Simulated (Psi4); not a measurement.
BCl$_{2}$ (SMILES Cl[B]Cl), doublet, at a GFN2-xTB geometry; Psi4 with CCSD/aug-cc-pVDZ.

Here is a job for Psi4.
```
memory 2 GB

molecule {
0 2
  B    -0.01065557    0.71135712   -0.06266828
  Cl    1.48570467   -0.08446017   -0.01439496
  Cl   -1.48257068   -0.12476251    0.03282680
}

set basis aug-cc-pvdz
set reference uhf
set freeze_core true

energy('ccsd')
print_variables()
```

The log (banner, timings and long lists left out):

```
   => Loading Basis Set <=

    Name: AUG-CC-PVDZ
    Role: ORBITAL
    Keyword: BASIS

         ---------------------------------------------------------
                                   SCF
               by Justin Turney, Rob Parrish, Andy Simmonett
                          and Daniel G. A. Smith
                              UHF Reference
         ---------------------------------------------------------

  ==> Geometry <==

    Molecular point group: c2v
    Full point group: C2v

    Geometry (in Angstrom), charge = 0, multiplicity = 2:

       Center              X                  Y                   Z               Mass
    ------------   -----------------  -----------------  -----------------  -----------------
         B           -0.000000000000     0.000000000000     0.707800819500    11.009305360000
         CL           1.484462253364     0.000000000000    -0.111419088107    34.968852682000
         CL          -1.484462253364    -0.000000000000    -0.111419088107    34.968852682000

  Running in c2v symmetry.

  Rotational constants: A =      2.64074  B =      0.10938  C =      0.10503 [cm^-1]
  Rotational constants: A =  79167.27985  B =   3279.19696  C =   3148.77134 [MHz]
  Nuclear repulsion =  104.568880808059305

  Charge       = 0
  Multiplicity = 2
  Electrons    = 39
  Nalpha       = 20
  Nbeta        = 19

  ==> Algorithm <==

  SCF Algorithm Type is PK.
  DIIS enabled.
  MOM disabled.
  Fractional occupation disabled.
  Guess Type is SAD.
  Energy threshold   = 1.00e-08
  Density threshold  = 1.00e-08
  Integral threshold = 1.00e-12

  ==> Primary Basis <==

  Basis Set: AUG-CC-PVDZ
    Blend: AUG-CC-PVDZ
    Number of shells: 31
    Number of basis functions: 77
    Number of Cartesian functions: 83
    Spherical Harmonics?: true
    Max angular momentum: 2

  ==> Integral Setup <==

  Using in-core PK algorithm.
   Calculation information:
      Number of atoms:                   3
      Number of AO shells:              31
      Number of primitives:            131
      Number of atomic orbitals:        83
      Number of basis functions:        77

      Integral cutoff                 1.00e-12
      Number of threads:                 1

  Performing in-core PK
  Using 9021012 doubles for integral storage.
  We computed 122940 shell quartets total.
  Whereas there are 123256 unique shell quartets.

  ==> DiskJK: Disk-Based J/K Matrices <==

    J tasked:                  Yes
    K tasked:                  Yes
    wK tasked:                  No
    Schwarz Cutoff:          1E-12

  Minimum eigenvalue in the overlap matrix is 1.6017842541E-03.
  Reciprocal condition number of the overlap matrix is 3.3187477187E-04.
    Using symmetric orthogonalization.

  ==> Pre-Iterations <==

  SCF Guess: Superposition of Atomic Densities via on-the-fly atomic UHF (no occupation information).

   -------------------------
    Irrep   Nso     Nmo
   -------------------------
     A1        30      30
     A2        10      10
     B1        24      24
     B2        13      13
   -------------------------
    Total      77      77
   -------------------------

  ==> Iterations <==

                        Total Energy        Delta E     RMS |[F,P]|

   @UHF iter SAD:  -943.45615233606293   -9.43456e+02   0.00000e+00
   @UHF iter   1:  -943.69274635033469   -2.36594e-01   3.71345e-03 ADIIS/DIIS
   @UHF iter   2:  -943.71144620425730   -1.86999e-02   1.35396e-03 ADIIS/DIIS
   @UHF iter   3:  -943.71463298955621   -3.18679e-03   6.07453e-04 ADIIS/DIIS
   @UHF iter   4:  -943.71556580409731   -9.32815e-04   1.78169e-04 ADIIS/DIIS
   @UHF iter   5:  -943.71567681841748   -1.11014e-04   6.85939e-05 DIIS
   @UHF iter   6:  -943.71569474641603   -1.79280e-05   2.49501e-05 DIIS
   @UHF iter   7:  -943.71569728962663   -2.54321e-06   7.75450e-06 DIIS
   @UHF iter   8:  -943.71569752195444   -2.32328e-07   2.79888e-06 DIIS
   @UHF iter   9:  -943.71569755164489   -2.96905e-08   9.61606e-07 DIIS
   @UHF iter  10:  -943.71569755556243   -3.91753e-09   2.40257e-07 DIIS
   @UHF iter  11:  -943.71569755580163   -2.39197e-10   6.57745e-08 DIIS
   @UHF iter  12:  -943.71569755582084   -1.92131e-11   1.83041e-08 DIIS
   @UHF iter  13:  -943.71569755582141   -5.68434e-13   5.30757e-09 DIIS
  Energy and wave function converged.

  ==> Post-Iterations <==

   @Spin Contamination Metric:   5.199038536E-03
   @S^2 Expected:                7.500000000E-01
   @S^2 Observed:                7.551990385E-01
   @S   Expected:                5.000000000E-01
   @S   Observed:                5.000000000E-01

    Orbital Energies [Eh]
    ---------------------

    Alpha Occupied:

[...]
    Alpha Virtual:

[...]
    Beta Occupied:

[...]
       7B1    -0.467495

    Beta Virtual:

[...]
      30A1     1.833953

    Final Occupation by Irrep:
             A1    A2    B1    B2
    DOCC [     8,    2,    7,    2 ]
    SOCC [     1,    0,    0,    0 ]
    NA   [     9,    2,    7,    2 ]
    NB   [     8,    2,    7,    2 ]

  @UHF Final Energy:  -943.71569755582141

   => Energetics <=

    Nuclear Repulsion Energy =            104.5688808080593049
    One-Electron Energy =               -1511.0507841740788990
    Two-Electron Energy =                 462.7662058101982439
    Total Energy =                       -943.7156975558214071

  UHF NO Occupations:
  HONO-2 :    2 B2 1.9992818
  HONO-1 :    8 A1 1.9986399
  HONO-0 :    9 A1 1.0000000
  LUNO+0 :   10 A1 0.0013601
  LUNO+1 :    3 B2 0.0007182
  LUNO+2 :    8 B1 0.0002564
  LUNO+3 :    9 B1 0.0001107

Computation Completed

Properties will be evaluated at   0.000000,   0.000000,   0.000000 [a0]

Properties computed using the SCF density matrix

 Multipole Moments:

 ------------------------------------------------------------------------------------
     Multipole            Electronic (a.u.)      Nuclear  (a.u.)        Total (a.u.)
 ------------------------------------------------------------------------------------

[...]

    Nuclear Rep. energy (wfn)     =  104.568880808059305
    SCF energy          (wfn)     = -943.715697555821407
    Reference energy    (file100) = -943.715697555828456

    Input parameters:
    -----------------
    Wave function   =     CCSD
    Reference wfn   =     UHF
    Brueckner       =     No
    Maxiter         =     50
    R_Convergence   =     1.0e-07
    E_Convergence   =     1.0e-06
    Restart         =     Yes
    DIIS            =     Yes
    AO Basis        =     NONE
    ABCD            =     NEW
    Cache Level     =     2
    Cache Type      =     LRU
    Print Level     =     1
    Num. of threads =     1
    # Amps to Print =     10
    Print MP2 Amps? =     No
    Analyze T2 Amps =     No
    Print Pair Ener =     No
    Local CC        =     No
    SCS-MP2         =     False
    SCSN-MP2        =     False
    SCS-CCSD        =     False

MP2 correlation energy -0.3505334859742522
                Solving CC Amplitude Equations
                ------------------------------
  Iter             Energy              RMS        T1Diag      D1Diag    New D1Diag    D2Diag
  ----     ---------------------    ---------   ----------  ----------  ----------   --------
     0        -0.350533485974252    0.000e+00    0.000000    0.000000    0.000000    0.000000
     1        -0.368531303191098    7.226e-02    0.013548    0.000000    0.000000    0.000000
     2        -0.376161464675651    2.284e-02    0.015994    0.000000    0.000000    0.000000
     3        -0.378131280829058    1.368e-02    0.019731    0.000000    0.000000    0.000000
     4        -0.378009357570815    4.641e-03    0.021325    0.000000    0.000000    0.000000
     5        -0.377975800417794    1.524e-03    0.021775    0.000000    0.000000    0.000000
     6        -0.377988148080813    4.919e-04    0.021835    0.000000    0.000000    0.000000
     7        -0.377993721563920    1.941e-04    0.021838    0.000000    0.000000    0.000000
     8        -0.377994414021439    6.039e-05    0.021836    0.000000    0.000000    0.000000
     9        -0.377994035527785    1.952e-05    0.021835    0.000000    0.000000    0.000000
    10        -0.377994059231157    6.771e-06    0.021835    0.000000    0.000000    0.000000
    11        -0.377994151770258    2.436e-06    0.021835    0.000000    0.000000    0.000000
    12        -0.377994217153916    9.706e-07    0.021835    0.000000    0.000000    0.000000
    13        -0.377994225567484    3.852e-07    0.021835    0.000000    0.000000    0.000000
    14        -0.377994226381405    1.564e-07    0.021835    0.000000    0.000000    0.000000
    15        -0.377994225039473    6.542e-08    0.021835    0.000000    0.000000    0.000000

    Iterations converged.

    Largest TIA Amplitudes:
              8  47         0.0299801895
              8  46         0.0244969155
              3   0        -0.0206083717
              3   4         0.0177236103
              2   8         0.0098375407
              8  52         0.0091812829
              3  11        -0.0087094721
              7  32        -0.0081845741
              8  48         0.0081590516
              1  11        -0.0080210327

    Largest Tia Amplitudes:
              7  48         0.0373411747
              2   2        -0.0304545993
              2   0         0.0239280466
              2   3         0.0132448749
              7  47         0.0123551028
              7  49         0.0118464752
              7  53         0.0111568983
              2   5         0.0105688885
              2  12        -0.0089654631
              2   9         0.0087900759

    Largest TIJAB Amplitudes:
      8   6  47  33        -0.0115694824
      8   3  47  11        -0.0105946963
      8   6  47  34        -0.0103376648
      4   1  23   6        -0.0101860846
      8   1  47   6        -0.0099693409
      8   3  47   8         0.0097063852
      7   4  35  23        -0.0096024990
      6   4  47   6         0.0095971259
      7   4  47   6         0.0095593103
      6   3  34   8         0.0093598359

    Largest Tijab Amplitudes:
      7   5  48  35        -0.0130417183
      7   1  48   7         0.0129766025
      7   5  48  34        -0.0125724062
      5   3  48   7         0.0117571469
      3   1  24   7         0.0116642872
      3   1  48  34         0.0103951906
      6   3  48   7         0.0102895127
      7   2  48   2         0.0096894936
      6   3  36  24         0.0095408600
      5   2  35   2         0.0088852955

    Largest TIjAb Amplitudes:
      8   7  47  48        -0.0258035973
      1   1   6   7         0.0216725574
      1   1  47  48         0.0201581872
      6   5  34  35        -0.0186735184
      8   7  46  48        -0.0184332885
      4   3  47  48        -0.0167608724
      4   3  23  24        -0.0158620361
      6   5  33  34        -0.0158525338
      4   3  46  48        -0.0156548952
      6   5  33  35        -0.0151975533

    SCF energy       (wfn)                    = -943.715697555821407
    Reference energy (file100)                = -943.715697555828456

    Opposite-spin MP2 correlation energy      =   -0.252963885511758
    Same-spin MP2 correlation energy          =   -0.097569600462495
    Singles MP2 correlation energy            =   -0.000000000000000
    MP2 correlation energy                    =   -0.350533485974252
      * MP2 total energy                      = -944.066231041802666

    Opposite-spin CCSD correlation energy     =   -0.284887366304865
    Same-spin CCSD correlation energy         =   -0.093106858734607
    Singles CCSD correlation energy           =   -0.000000000000000
    CCSD correlation energy                   =   -0.377994225039473
      * CCSD total energy                     = -944.093691780867971

  Variable Map:
  ----------------------------------------------------------------------------
[...]
  Array Variable Map:
  ----------------------------------------------------------------------------
[...]
[...]
```
